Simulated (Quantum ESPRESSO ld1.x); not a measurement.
Values are calculated unless marked as measured or tabulated.
Species: the barium ion Ba+. Configuration: [Xe] 6s1.

Level of theory: scalar-relativistic Kohn-Sham, PBE, spin-unpolarised, spherical densities, point nucleus (ld1.x of Quantum ESPRESSO 7.5).

Energy parts (eV):
| part | energy |
|---|---|
| total | -221374.7 |
| kinetic | 233707.3 |
| electron-nucleus | -535353.4 |
| Hartree | 85641.1 |
| exchange-correlation | -5369.6 |

Orbitals (lengths in bohr, moments of r in powers of bohr; r(90%) holds 90 % of the orbital's charge):
orbital  occ.  eigenvalue (eV)  r(90%)      <r^2>
1s          2       -37266.105  0.0461  0.0008883
2s          2        -5895.102   0.170    0.01421
2p          6        -5286.617   0.157    0.01129
3s          2        -1248.902   0.429    0.09738
3p          6        -1053.856   0.435    0.09745
3d         10         -770.666   0.417    0.08388
4s          2         -249.630   0.968     0.5123
4p          6         -186.724    1.04     0.5821
4d         10          -95.403    1.21     0.7441
5s          2          -39.341    2.35      3.010
5p          6          -24.361    2.79      4.139
5d          0           -7.072    4.84      11.32
6s          1           -7.584    6.24      21.01
6p          0           -4.987    7.80      32.79

The highest occupied level is 6s at -7.584 eV. For comparison, the ionisation energy in NIST's Atomic Spectra Database is 10.004 eV (measured). In exact Kohn-Sham theory the highest level is minus the ionisation energy, but local and semilocal functionals leave it too shallow, through self-interaction and a potential that decays too fast; potentials with the right tail come closer. The density falls to 0.001 e/bohr^3 at r = 4.71 bohr.

Beside tabulated values, note that spin-unpolarised runs miss the spin-polarisation part of the exchange energy of open shells.
